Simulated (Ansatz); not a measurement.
Relaxation of CH$_{4}$ClGaOS (9 atoms, charge 0, multiplicity 1), to a largest force component of 0.015 eV/Å in at most 40 steps.

Level of theory: RKS PBE-D4/def2-SVP in Ansatz 0.2.0.

```xyz
9
Properties=species:S:1:pos:R:3:forces:R:3
C 1.110 0.921 0.677 -0.86 -0.64 -0.54
O 0.212 -0.119 0.335 0.26 -0.12 0.40
Ga -1.014 -0.417 -0.911 0.34 -0.76 0.92
S -1.876 -2.420 -0.553 0.49 0.21 0.43
Cl -1.406 1.034 -2.375 -0.27 0.65 -0.77
H 0.928 1.210 1.715 0.01 0.24 0.61
H 2.133 0.553 0.577 0.65 -0.11 0.00
H 0.984 1.799 0.038 0.03 0.60 -0.32
H -2.668 -2.249 -1.607 -0.66 -0.07 -0.73
```

Task: Where does it end, and by what steps?

Result: The run converged. After 6 steps the energy has fallen by 0.176 eV; O2 moved furthest, 0.28 Å.

```
step  energy less start (eV)  largest force component (eV/Å)  accepted
   0                  0.0000                           0.919       yes
   1                 -0.0909                           0.360       yes
   2                 -0.1292                           0.336       yes
   3                 -0.1461                           0.378       yes
   4                 -0.1663                           0.198       yes
   5                 -0.1752                           0.100       yes
   6                 -0.1763                           0.010       yes
```

```xyz
9
Properties=species:S:1:pos:R:3
C 1.088 0.931 0.641
O 0.321 -0.259 0.558
Ga -0.917 -0.559 -0.695
S -2.007 -2.467 -0.686
Cl -1.291 0.982 -2.172
H 0.954 1.394 1.644
H 2.168 0.695 0.517
H 0.814 1.691 -0.126
H -2.726 -2.097 -1.784
```

Whether the end is a true minimum wasn't checked by a vibrational analysis.

Time of the run: 17 s on 2 threads of AMD EPYC 7B13 (Zen 3), on a shared host, peak memory 0.2 GiB.
